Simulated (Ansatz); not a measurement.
```yaml
crystal:
  periodic: [false, false, false]
  atoms:
    - {symbol: Cl, position_ang: [-1.140132, -1.487330, 1.496502]}
    - {symbol: Sn, position_ang: [0.259529, -0.410074, 0.017927]}
    - {symbol: Cl, position_ang: [2.422076, -1.044061, 0.475662]}
    - {symbol: Cl, position_ang: [-0.300029, -1.203775, -2.070773]}
    - {symbol: Se, position_ang: [0.116280, 2.073141, 0.182924]}
    - {symbol: H, position_ang: [-1.315625, 2.008100, -0.148441]}
basis:
  gaussian: {orbitals: ANO-RCC-VTZP, fitting: {mean_field: cc-pVTZ-jkfit}, final_grid: {core_spheres: 8, valence_spheres: 7, degree: 23}}
hamiltonian: {xc: {name: LC-wPBE}}
accuracy: high
output: {forces: true}
```

```sh
$ ansatz run in.yaml --threads 4 --pin off --events-out ev --progress --plain --max-ram 11315MiB
```

**Question.** How does Ansatz answer? (Best estimate.)

**Answer.** Computed: The program refused the input.
```
Functional definition: LC-wPBE
Error: <dir> the basis set cc-pVTZ-JKFIT has no functions for Sn
```
